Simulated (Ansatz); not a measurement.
BrH4InOSSi (`[SiH3][O][In]([SH])[Br]`). The species carries charge 0 and has multiplicity 1. In takes the def2 core potential. Geometry: relaxed with PBE0-D4/def2-TZVP. It is one conformer, not always the lowest.

```xyz
9

Si    1.609   -0.323    0.791
O     0.424   -0.200   -0.329
In   -1.456    0.374   -0.325
S    -2.629    0.306   -2.361
Br   -2.377    1.101    1.820
H     2.758   -1.043    0.182
H     2.067    1.021    1.242
H     1.149   -1.078    1.991
H    -1.545   -0.157   -3.011
```

Problem. What is the dipole moment at r2SCAN/def2-TZVPP? (Estimate.)

Solution. Computed: 1.39 D, with components (-0.24, -0.22, -1.36) D in this frame, pointing from negative to positive charge.

Problem. And with PBE, B3LYP, ωB97M-V? (An estimate is asked.)

Solution. Computed: PBE 1.37 D, B3LYP 1.36 D, ωB97M-V 1.35 D.

Problem. Give the Mulliken charges with r2SCAN, PBE, ωB97M-V in def2-TZVPP. (Best estimate.)

Solution. The calculation gave: 
```tsv
atom	r2SCAN	PBE	ωB97M-V
Si1	0.45	0.35	0.32
O2	-0.57	-0.46	-0.56
In3	0.88	0.80	0.82
S4	-0.32	-0.31	-0.29
Br5	-0.32	-0.30	-0.29
H6	-0.09	-0.07	-0.05
H7	-0.09	-0.07	-0.05
H8	-0.09	-0.07	-0.05
H9	0.13	0.14	0.14
```

B3LYP here is the variant with VWN-RPA as its local correlation; programs differ in this.
